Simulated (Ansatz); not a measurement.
# Molecular dynamics of CH$_{9}$NSSn

input.yaml

```yaml
crystal:
  periodic: [false, false, false]
  atoms:
    - { symbol: Sn, position_ang: [-1.107914, 0.65559, 1.071573] }
    - { symbol: "N", position_ang: [0.222506, 0.456131, -0.59839] }
    - { symbol: C, position_ang: [-0.000548, -0.66113, -1.507263] }
    - { symbol: H, position_ang: [-2.588908, 0.984864, 0.234294] }
    - { symbol: H, position_ang: [-0.663022, 2.017184, 1.982492] }
    - { symbol: H, position_ang: [-1.239889, -0.860168, 1.827355] }
    - { symbol: H, position_ang: [1.24717, 0.271485, 0.199933] }
    - { symbol: S, position_ang: [2.064028, 0.031582, 1.59256] }
    - { symbol: H, position_ang: [0.310996, 1.336055, -1.110009] }
    - { symbol: H, position_ang: [-0.996854, -0.650865, -1.980782] }
    - { symbol: H, position_ang: [0.102727, -1.604641, -0.948344] }
    - { symbol: H, position_ang: [0.758906, -0.668622, -2.305045] }
    - { symbol: H, position_ang: [1.8909, -1.307563, 1.541829] }
basis:
  gaussian: { orbitals: def2-SVP }
hamiltonian:
  xc: pbe0
md:
  timestep: 0.5
  n_steps: 200
  ensemble: nve
  temperature: 100.0
  initial_velocities: maxwell_boltzmann
  seed: 6087
```

Run as:

```bash
$ ansatz run input.yaml --threads 2 --pin off --max-ram 3072MiB --backend cpu --events-out ev --progress --plain --runs-dir out
```

It starts at the highest image of a converged band, a first-order saddle point between two minima.

Output, in part (one step line in 7, the closing report, with atoms numbered from 0):

```
md step     0: t =     0.00 fs  T =   100.0 K  F+E_penalty+E_count = -19327.17251719 eV  E_kin = 0.142186 eV  conserved = -19327.03033119 eV  (25 SCF iters)
md step     7: t =     3.50 fs  T =    45.8 K  F+E_penalty+E_count = -19327.09434227 eV  E_kin = 0.065082 eV  conserved = -19327.02926013 eV  (23 SCF iters)
md step    14: t =     7.00 fs  T =    48.8 K  F+E_penalty+E_count = -19327.09895804 eV  E_kin = 0.069324 eV  conserved = -19327.02963434 eV  (23 SCF iters)
md step    21: t =    10.50 fs  T =    72.6 K  F+E_penalty+E_count = -19327.13331431 eV  E_kin = 0.103198 eV  conserved = -19327.03011660 eV  (24 SCF iters)
md step    28: t =    14.00 fs  T =    38.9 K  F+E_penalty+E_count = -19327.08456650 eV  E_kin = 0.055251 eV  conserved = -19327.02931548 eV  (25 SCF iters)
md step    35: t =    17.50 fs  T =    53.9 K  F+E_penalty+E_count = -19327.10660921 eV  E_kin = 0.076653 eV  conserved = -19327.02995626 eV  (24 SCF iters)
md step    42: t =    21.00 fs  T =    56.2 K  F+E_penalty+E_count = -19327.10977590 eV  E_kin = 0.079972 eV  conserved = -19327.02980369 eV  (26 SCF iters)
md step    49: t =    24.50 fs  T =    48.4 K  F+E_penalty+E_count = -19327.09824974 eV  E_kin = 0.068878 eV  conserved = -19327.02937153 eV  (23 SCF iters)
md step    56: t =    28.00 fs  T =    71.2 K  F+E_penalty+E_count = -19327.13122073 eV  E_kin = 0.101194 eV  conserved = -19327.03002697 eV  (24 SCF iters)
md step    63: t =    31.50 fs  T =    72.0 K  F+E_penalty+E_count = -19327.13200992 eV  E_kin = 0.102356 eV  conserved = -19327.02965412 eV  (23 SCF iters)
md step    70: t =    35.00 fs  T =    70.5 K  F+E_penalty+E_count = -19327.12959208 eV  E_kin = 0.100218 eV  conserved = -19327.02937447 eV  (23 SCF iters)
md step    77: t =    38.50 fs  T =    90.6 K  F+E_penalty+E_count = -19327.15882557 eV  E_kin = 0.128878 eV  conserved = -19327.02994710 eV  (24 SCF iters)
md step    84: t =    42.00 fs  T =    89.1 K  F+E_penalty+E_count = -19327.15624811 eV  E_kin = 0.126749 eV  conserved = -19327.02949904 eV  (24 SCF iters)
md step    91: t =    45.50 fs  T =   101.6 K  F+E_penalty+E_count = -19327.17405366 eV  E_kin = 0.144484 eV  conserved = -19327.02956954 eV  (24 SCF iters)
md step    98: t =    49.00 fs  T =   117.5 K  F+E_penalty+E_count = -19327.19695285 eV  E_kin = 0.167136 eV  conserved = -19327.02981674 eV  (24 SCF iters)
md step   105: t =    52.50 fs  T =    94.8 K  F+E_penalty+E_count = -19327.16393479 eV  E_kin = 0.134721 eV  conserved = -19327.02921343 eV  (23 SCF iters)
md step   112: t =    56.00 fs  T =   122.6 K  F+E_penalty+E_count = -19327.20425530 eV  E_kin = 0.174336 eV  conserved = -19327.02991945 eV  (24 SCF iters)
md step   119: t =    59.50 fs  T =   116.7 K  F+E_penalty+E_count = -19327.19561148 eV  E_kin = 0.165962 eV  conserved = -19327.02964923 eV  (24 SCF iters)
md step   126: t =    63.00 fs  T =   101.3 K  F+E_penalty+E_count = -19327.17333511 eV  E_kin = 0.144029 eV  conserved = -19327.02930652 eV  (23 SCF iters)
md step   133: t =    66.50 fs  T =   131.3 K  F+E_penalty+E_count = -19327.21680708 eV  E_kin = 0.186739 eV  conserved = -19327.03006857 eV  (30 SCF iters)
md step   140: t =    70.00 fs  T =   106.1 K  F+E_penalty+E_count = -19327.18019001 eV  E_kin = 0.150816 eV  conserved = -19327.02937443 eV  (23 SCF iters)
md step   147: t =    73.50 fs  T =   128.3 K  F+E_penalty+E_count = -19327.21228678 eV  E_kin = 0.182403 eV  conserved = -19327.02988359 eV  (24 SCF iters)
md step   154: t =    77.00 fs  T =   125.2 K  F+E_penalty+E_count = -19327.20779179 eV  E_kin = 0.177959 eV  conserved = -19327.02983321 eV  (24 SCF iters)
md step   161: t =    80.50 fs  T =    98.4 K  F+E_penalty+E_count = -19327.16923334 eV  E_kin = 0.139916 eV  conserved = -19327.02931756 eV  (23 SCF iters)
md step   168: t =    84.00 fs  T =   120.6 K  F+E_penalty+E_count = -19327.20146567 eV  E_kin = 0.171408 eV  conserved = -19327.03005796 eV  (24 SCF iters)
md step   175: t =    87.50 fs  T =   112.6 K  F+E_penalty+E_count = -19327.18975606 eV  E_kin = 0.160070 eV  conserved = -19327.02968607 eV  (24 SCF iters)
md step   182: t =    91.00 fs  T =   109.7 K  F+E_penalty+E_count = -19327.18555666 eV  E_kin = 0.156044 eV  conserved = -19327.02951277 eV  (24 SCF iters)
md step   189: t =    94.50 fs  T =   114.6 K  F+E_penalty+E_count = -19327.19279319 eV  E_kin = 0.162923 eV  conserved = -19327.02987008 eV  (24 SCF iters)
md step   196: t =    98.00 fs  T =   108.5 K  F+E_penalty+E_count = -19327.18387322 eV  E_kin = 0.154341 eV  conserved = -19327.02953267 eV  (26 SCF iters)
md step   200: t =   100.00 fs  T =   131.1 K  F+E_penalty+E_count = -19327.21649111 eV  E_kin = 0.186462 eV  conserved = -19327.03002916 eV  (26 SCF iters)
Total energy: -19327.21652374 eV, -710.2621067895 hartree
Atom 0 at    -1.130733     0.662613     1.030519 Å, force    -0.182213    -0.000460    -0.142242 eV/Å
Atom 1 at    -0.120580     0.575973    -0.772285 Å, force    -0.069531     0.706442    -0.114981 eV/Å
Atom 2 at    -0.087588    -0.661735    -1.501821 Å, force    -0.273785    -0.589882     0.177336 eV/Å
Atom 3 at    -2.777681     1.055994     0.705451 Å, force    -0.052398    -0.010699     0.044104 eV/Å
Atom 4 at    -0.408225     1.906148     1.938240 Å, force     0.011526     0.101602     0.061009 eV/Å
Atom 5 at    -1.002019    -0.872354     1.762081 Å, force    -0.043885    -0.018404    -0.035246 eV/Å
Atom 6 at     1.784555     0.454625     0.673207 Å, force    -0.148369     0.077567    -0.456165 eV/Å
Atom 7 at     2.312130    -0.046396     1.803561 Å, force     0.243384     0.466509     0.581990 eV/Å
Atom 8 at    -0.366038     1.367809    -1.388505 Å, force     0.178390    -0.466963     0.417336 eV/Å
Atom 9 at    -1.050161    -1.038835    -1.920497 Å, force     0.011783     0.183920     0.098709 eV/Å
Atom 10 at     0.278125    -1.464924    -0.833696 Å, force     0.033537     0.030664    -0.142599 eV/Å
Atom 11 at     0.604923    -0.610327    -2.347004 Å, force     0.296729     0.050753    -0.224821 eV/Å
Atom 12 at     2.359505    -1.285516     1.327837 Å, force    -0.005167    -0.531048    -0.264431 eV/Å
Dipole moment:    -0.211387    -0.101726    -0.303967 e Å
```

The run went to its last step. The conserved energy stayed within 0.092 meV per atom of its start (net change 0.023 meV per atom), so the integration is sound. A run of 0.1 ps of so small a system gives no equilibrium averages. The orbitals stay closed-shell, which can raise the energy where a bond breaks towards radicals; this wasn't checked here.

Between its relaxed ends the band would form Sn1–S8, N2–H7 and break Sn1–N2, H7–S8. These pairs go: Sn1–S8 3.27 → 3.60 Å, N2–H7 1.31 → 2.39 Å, Sn1–N2 2.14 → 2.07 Å, H7–S8 1.63 → 1.34 Å. In the last frame they stand as before the step (other bonds may differ from the relaxed reactants and products). It ends as CH7NSn + H2S. Pairs count as bonded within 1.25 times the sum of covalent radii (0.12 Å more for H–H).

Last frame:

```xyz
13
Properties=species:S:1:pos:R:3
Sn -1.131 0.663 1.030
N -0.121 0.576 -0.772
C -0.088 -0.662 -1.502
H -2.778 1.056 0.706
H -0.408 1.906 1.938
H -1.002 -0.872 1.762
H 1.785 0.455 0.673
S 2.312 -0.046 1.804
H -0.366 1.368 -1.389
H -1.050 -1.039 -1.921
H 0.278 -1.465 -0.834
H 0.605 -0.610 -2.347
H 2.360 -1.286 1.328
```

The run took 13 min on 2 threads of Arm Neoverse V1, with other jobs on the host, peak memory 0.29 GiB.
